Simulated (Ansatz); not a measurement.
Ideal-gas functions of `C#[C][GaH][SH]` at 298.15 K and 1 bar, from an Ansatz frequency run at PBE0-D4/def2-TZVP.

Molar mass 128.84 g/mol, point group Cs (symmetry number 1), electronic degeneracy 1, moments of inertia 59.454, 241.802, 301.256 u Å². Harmonic wavenumbers (cm⁻¹, unscaled): 90, 181, 277, 323, 411, 489, 497, 596, 713, 722, 742, 2043, 2137, 2716, 3460.

Use S(trans) = R[1.5 ln M + 2.5 ln T − 1.1517]; rotational temperatures θ = 24.2544 K / I; S(rot) = R[ln(√π/σ · √(T³/θAθBθC)) + 1.5]; for each mode x = 1.438777 ν̃/T, S = R[x/(eˣ − 1) − ln(1 − e⁻ˣ)] and H = RT x/(eˣ − 1); 1 cm⁻¹ = 0.0119627 kJ/mol; R = 8.31446 J/(mol·K).

Problem. By hand: the entropy, in J/(mol·K).

Solution. Translation 169.4. Rotation: θ = 0.408, 0.1003, 0.0805 K, giving 112.1. Vibration, mode by mode: 15.31, 9.70, 6.49, 5.42, 3.86, 2.87, 2.79, 1.91, 1.22, 1.18, 1.09, 0.00, 0.00, 0.00, 0.00, in all 51.8. Electronic 0.0. Sum 333.3 J/(mol·K).

Problem. By hand: H − E and G − E in kJ/mol, counted from the electronic energy.

Solution. Zero-point energy ½ × 15397 × 0.0119627 = 92.1; thermal vibration 9.0; translation, rotation and pV give 4 RT = 9.9. H − E = 111.0 kJ/mol, and G − E = 111.0 − 298.15 × 333.3/1000 = 11.6 kJ/mol.

Vibration gives 16 % of the entropy, 15.3 J/(mol·K) of it from the mode under 150 cm⁻¹: soft modes count most, and the harmonic formula is weakest for them. The sum counts one conformer and one mirror image; others add a mixing term.
